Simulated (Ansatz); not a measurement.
cyclobutene (C₄H₆), singlet, at a GFN2-xTB geometry; PBE0/6-31G (Ansatz, a first-principles code).

Input for Ansatz:
Ansatz 0.2 input:
```yaml
crystal:
  periodic: [false, false, false]
  atoms:
    - {symbol: C, position_ang: [0.00522404, -0.65803470, 0.81160491]}
    - {symbol: C, position_ang: [0.00258559, 0.67078963, 0.80110802]}
    - {symbol: C, position_ang: [-0.00181609, -0.78077129, -0.68679068]}
    - {symbol: C, position_ang: [-0.00489486, 0.76981077, -0.69903932]}
    - {symbol: H, position_ang: [0.01043100, -1.40624811, 1.58354624]}
    - {symbol: H, position_ang: [0.00479724, 1.43111936, 1.56113280]}
    - {symbol: H, position_ang: [-0.89062366, -1.24422161, -1.11243761]}
    - {symbol: H, position_ang: [0.88461218, -1.24076490, -1.12106160]}
    - {symbol: H, position_ang: [0.87971347, 1.22640274, -1.14055069]}
    - {symbol: H, position_ang: [-0.89552237, 1.22294603, -1.13192670]}
basis:
  gaussian:
    orbitals: 6-31G
hamiltonian:
  xc: pbe0
```

Question: What does Ansatz print? Leave out banner, timings and long lists.

Answer: 
```
Functional definition: PBE0
700 factors; integrals over basis functions are off by at most 2.3e-4 eV
mean field evaluation 1: about -4233.7201 eV, gradient 4.0e1 eV
mean field evaluation 2: about -4233.3483 eV, gradient 4.2e1 eV
mean field evaluation 4: about -4237.8422 eV, gradient 8.0e-1 eV
mean field evaluation 8: about -4237.8278 eV, gradient 7.4e-4 eV
mean field -4237.82782105 eV, -155.7372999206 hartree, gradient 7.6e-6 eV, S^2 0.000000; 0 other end points of the search recorded, 0 dependent functions left out
reference -4237.82783534 eV, -155.7373004457 hartree; 15, 15 occupied and 33, 33 virtual orbitals, 700 factors
Total energy: -4237.82783534 eV, -155.7373004457 hartree
```
